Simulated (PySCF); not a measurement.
C3H9BO3, singlet, geometry from GFN2-xTB. Base run: TPSS/STO-3G (PySCF).

The PySCF input:
```python
from pyscf import gto, scf, dft

mol = gto.M(
    atom='''
B    -0.002275   -0.009586    0.002150
O     0.840330    0.909062    0.557144
C     0.787271    2.269122    0.186763
H    -0.148769    2.721412    0.522483
H     1.630937    2.763931    0.668381
H     0.857041    2.380127   -0.897158
O     0.079251   -1.318325    0.384074
C     1.013182   -1.736352    1.355099
H     0.762709   -1.317885    2.332627
H     0.965685   -2.824844    1.394997
H     2.021588   -1.414865    1.087533
O    -0.910744    0.385836   -0.930206
C    -1.805403   -0.512322   -1.550993
H    -1.698231   -1.517817   -1.144592
H    -2.823105   -0.152456   -1.384954
H    -1.597470   -0.524936   -2.623377
''',
    basis='sto-3g',
    charge=0,
    spin=0,
    verbose=5,
)

mf = dft.RKS(mol)
mf.xc = 'tpss'
mf.kernel()
mf.analyze()
```

Variants of this job, named by their change:

```tsv
change	ΔE vs base (mEh)	grid points	electrons on the grid
base	0.000	186920	56.00001
grids.atom_grid = (99, 590)	-0.012	517360	56.00000
grids.atom_grid = (75, 302)	0.000	232192	56.00001
grids.level = 7	-0.010	1057664	56.00000
grids.atom_grid = (150, 974)	-0.010	1293208	56.00000
grids.radi_method = delley	0.000	200640	56.00001
grids.atom_grid = (50, 194)	-0.069	105392	56.00004
grids.level = 5	-0.010	512888	56.00000
grids.prune = dft.gen_grid.sg1_prune	0.050	83352	56.00010
grids.level = 0	-75.063	13184	56.00802
grids.prune = off	0.000	294456	56.00001
```
